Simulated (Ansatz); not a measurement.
Mulliken charges of C₂H₄GeS (`C1=[CH][GeH2][S]1`) from ωB97M-V/def2-TZVPP in Ansatz (PBE0-D4/def2-TZVP geometry).

| atom | x (Å) | y (Å) | z (Å) | charge (e) |
| --- | --- | --- | --- | --- |
| C1 | -0.680 | 0.935 | -0.578 | -0.007 |
| C2 | 0.036 | 0.777 | 0.542 | -0.322 |
| Ge3 | 0.539 | -1.057 | 0.214 | 0.257 |
| S4 | -0.724 | -0.519 | -1.593 | -0.206 |
| H5 | -1.210 | 1.826 | -0.904 | 0.113 |
| H6 | 0.204 | 1.520 | 1.309 | 0.115 |
| H7 | 2.001 | -1.376 | -0.131 | 0.026 |
| H8 | -0.073 | -2.163 | 1.085 | 0.026 |

Q: By hand: the dipole of these point charges (1 e Å = 4.8032 D).

A: Σ q r = (0.218, -0.132, 0.286) e Å, of length 0.383 e Å = 1.84 D.

Q: How does the dipole of the full density compare? (Estimate.)

A: The calculation gave: (0.152, 0.065, 0.302) e Å, 1.65 D; the point charges give 1.12 times that, at 33° from its direction.

Point charges leave out the atoms' own dipoles, such as those of lone pairs, and Mulliken's split depends on the basis, so the two needn't agree.
